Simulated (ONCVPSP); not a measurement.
# How hard is this cerium ONCV potential?

* Element: cerium
* Generator: ONCVPSP 4.0.1
* Type: optimised norm-conserving Vanderbilt (ONCV)
* Functional: PBE
* Relativity: scalar-relativistic
* Frozen core: [Kr] 4d10
* Valence charge: 12
* Reference configuration: 4f1 5s2 5p6 5d1 6s2
* Partial waves: 5s+6s: rc 2.65 bohr, ncon 4, nbas 7, qcut 4.9 1/bohr, 2 projectors; 5p: rc 2.75 bohr, ncon 4, nbas 7, qcut 5.6 1/bohr, 2 projectors, debl 2.6 Ha; 5d: rc 3.80 bohr, ncon 4, nbas 9, qcut 4.8 1/bohr, 3 projectors, debl 0.6 Ha; 4f: rc 1.40 bohr, ncon 4, nbas 9, qcut 13.6 1/bohr, local
* Local potential: the f channel
* Core correction: none

**Question.** For each optimised wave give the share of its norm inside rc, the residual kinetic energy above qcut (Ha) and the cutoffs (Ha) for errors of 10, 1, 0.1 and 0.01 mHa per electron.

**Answer.**

```
         wave  norm inside rc  residual KE  10 mHa  1 mHa  0.1 mHa  0.01 mHa
           5s           0.975      5.1e-07     4.7    7.3      9.1      10.6
           6s           0.097      1.8e-06     2.2    7.0      9.2      11.0
           5p           0.934      3.9e-08     3.9    5.2      8.3      11.2
p projector 2           0.169      1.3e-06     4.4    9.2     12.4      14.1
           5d           0.783      7.6e-10     4.3    5.9      7.2       8.3
d projector 2           0.176      3.1e-09     4.2    6.0      7.4       8.6
d projector 3           0.227      2.9e-08     4.9    6.7      8.2       9.3
           4f           0.761      8.3e-07    60.5   70.1     78.0      84.2
```

The occupied waves need 70 Ha and 78 Ha for 1 and 0.1 mHa. Note: ghosts flagged at negative energy: s at -343.5 eV, p at -106.4 eV; GHOST(+) flagged for d at 104.4 eV. A true bound ghost makes a file unfit for plane-wave use. Its largest configuration-test error is +438 meV.
